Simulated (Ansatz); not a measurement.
`[GaH2][Te][GeH3]` + H₂ → `[GeH3][TeH]` + `[GaH3]` at 600 K and 1 bar (hydrogenolysis of a Te–Ga bond).

Gas-phase electronic energies from Ansatz, PBE0-D4/def2-TZVP geometries. CBS: MP2 limit from def2 TZ/QZ plus the TZ coupled-cluster correction, frozen cores. This one scheme is used for every species. Elements past krypton have def2 core potentials. For Ga, Ge, Te outer-core shells are correlated without core-valence functions, which leaves a few kJ/mol of doubt a bond. Scalar relativity is left out up to krypton.

```json
{"species": "`[GaH2][Te][GeH3]`", "CCSD(T)/CBS energy (Eh)": "-4270.82186", "H − E (kJ/mol)": "157.0", "S (J/(mol·K))": "465.9"}
{"species": "H₂", "CCSD(T)/CBS energy (Eh)": "-1.17544", "H − E (kJ/mol)": "43.9", "S (J/(mol·K))": "150.8"}
{"species": "`[GeH3][TeH]`", "CCSD(T)/CBS energy (Eh)": "-2346.24724", "H − E (kJ/mol)": "119.1", "S (J/(mol·K))": "369.0"}
{"species": "`[GaH3]`", "CCSD(T)/CBS energy (Eh)": "-1925.70545", "H − E (kJ/mol)": "74.9", "S (J/(mol·K))": "253.2"}
```

H − E and S are ideal-gas, rigid-rotor, harmonic terms from PBE0-D4/def2-TZVP. For small species the MP2-based limit differs from directly extrapolated CCSD(T) by up to some mEh (0.8 for H₂); such offsets cancel only in part. 1 Eh = 2625.50 kJ/mol, R = 8.31446 J/(mol·K).

Question: By hand: ΔE, ΔH, ΔS and ΔG.

Answer: ΔE = (-2346.24724) + (-1925.70545) − (-4270.82186) − (-1.17544) = 0.04461 Eh = 117.1 kJ/mol. Δ(H − E) = 119.1 + 74.9 − 157.0 − 43.9 = -6.9, so ΔH = 110.2 kJ/mol. ΔS = 369.0 + 253.2 − 465.9 − 150.8 = 5.5 J/(mol·K). ΔG = 110.2 − 600 × (5.5)/1000 = 106.9 kJ/mol.

Question: By hand: the equilibrium constant, and the temperature at which ΔG would vanish if ΔH and ΔS stayed fixed.

Answer: log₁₀ K = −ΔG/(RT ln 10) = -9.3. ΔG = 0 at ΔH/ΔS = 20036 K, far beyond where these terms or the molecules hold.

The number of gas molecules stays the same, so ΔS is small and ΔH decides. A doubt of 5 kJ/mol in ΔE shifts log₁₀ K by 0.4 here. Modes under 60 cm⁻¹, often nearly free rotors, make the harmonic entropy too high. These are equilibria of isolated gas molecules and say nothing of rates. Largest T1 diagnostic: 0.013 (customary marks: 0.02 for closed shells, 0.045 for open ones).
